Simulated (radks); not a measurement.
Species: Fe IV. Configuration: [Ar] 3d5.

Calculated with a radial shooting solver on a logarithmic mesh with Libxc functionals: Dirac Kohn-Sham, PBEsol, spin-unpolarised, spherical densities, finite nucleus; open shells are shared between the two j in proportion to 2j + 1; Fermi nuclear charge, rms radius 3.7377 fm.

Energy parts (eV):
total: -34534.355
kinetic: 35012.661
electron-nucleus: -81834.402
Hartree: 13740.342
exchange-correlation: -1452.957

Orbitals (lengths in bohr, moments of r in powers of bohr):
| orbital | occ. | eigenvalue (eV) | <r^4> | <1/r> | <r^2> | small-component weight |
|---|---|---|---|---|---|---|
| 1s1/2 | 2 | -7028.109 | 0.00005446 | 25.96 | 0.004602 | 8.73e-03 |
| 2s1/2 | 2 | -856.7210 | 0.01239 | 5.575 | 0.08421 | 1.60e-03 |
| 2p1/2 | 2 | -744.2144 | 0.009204 | 5.523 | 0.06715 | 1.59e-03 |
| 2p3/2 | 4 | -731.7539 | 0.009612 | 5.425 | 0.06878 | 1.56e-03 |
| 3s1/2 | 2 | -130.8438 | 0.8965 | 1.763 | 0.7468 | 3.54e-04 |
| 3p1/2 | 2 | -97.8407 | 1.181 | 1.641 | 0.8282 | 3.16e-04 |
| 3p3/2 | 4 | -96.2583 | 1.230 | 1.619 | 0.8454 | 3.11e-04 |
| 3d3/2 | 2 | -43.2822 | 3.351 | 1.316 | 1.223 | 2.17e-04 |
| 3d5/2 | 3 | -43.1038 | 3.396 | 1.311 | 1.231 | 2.15e-04 |

The highest occupied level is 3d5/2 at -43.104 eV. Summed over all electrons, <r^2> = 13.26 bohr^2, which gives a Langevin (diamagnetic) susceptibility term of -10.5 x 10^-6 cm^3/mol.
